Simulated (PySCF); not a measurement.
**C4H9GeN: core ionisation energies**

Species: Ge(CN)Me3, C₄H₉GeN.
Structure used (PBE0-D3(BJ)/def2-SVP), in Å, numbered top down from 1:
```
atom  x, y, z in Å
Ge1   -0.0022   -0.0049    0.1678
C2    -0.0081   -0.0054    2.1134
N3    -0.0114   -0.0118    3.2734
C4     1.8656   -0.0120   -0.3740
H5     1.9378   -0.0236   -1.4718
H6     2.3785   -0.8999    0.0217
H7     2.3789    0.8851    0.0007
C8    -0.9279    1.6164   -0.3804
H9    -0.9406    1.6890   -1.4779
H10   -0.4203    2.5040    0.0234
H11   -1.9651    1.6097   -0.0162
C12   -0.9415   -1.6189   -0.3772
H13   -1.9734   -1.6091    0.0018
H14   -0.4323   -2.5108    0.0145
H15   -0.9706   -1.6839   -1.4751
```

Computed, not measured: delta-SCF UKS SCAN, pcX-2 on the ionised atom, pcseg-1 elsewhere, spin-free X2C in PySCF. Binding energies are ΔSCF values: E(core-ionised, relaxed orbitals) − E(ground state) at a fixed geometry, referred to the vacuum level.

Problem. Give the core binding energies atom by atom.

Solution. 
| atom(s) | bonded to | level | binding energy (eV) | above the level's lowest (eV) | count |
| --- | --- | --- | --- | --- | --- |
| C4/C8/C12 | 3 H and Ge | C 1s | 290.55 | 0.00 | 3 |
| C2 | N and Ge | C 1s | 291.17 | +0.62 | 1 |
| N3 | C | N 1s | 404.58 | 0.00 | 1 |

Lowest listed C 1s: C4/C8/C12, bonded to 3 H and Ge. Highest, 0.62 eV above it: C2, bonded to N and Ge.

Problem. Which photon wavelength matches the N 1s of N3 threshold?

Solution. λ = hc/E = 12398.42 eV Å / 404.58 eV = 30.645 Å.

Atoms equivalent by their bonding share one computed value, that of the first of them. No level of germanium is listed. Geometry: PBE0-D3(BJ)/def2-SVP; no solvent, vibrations or thermal averaging.
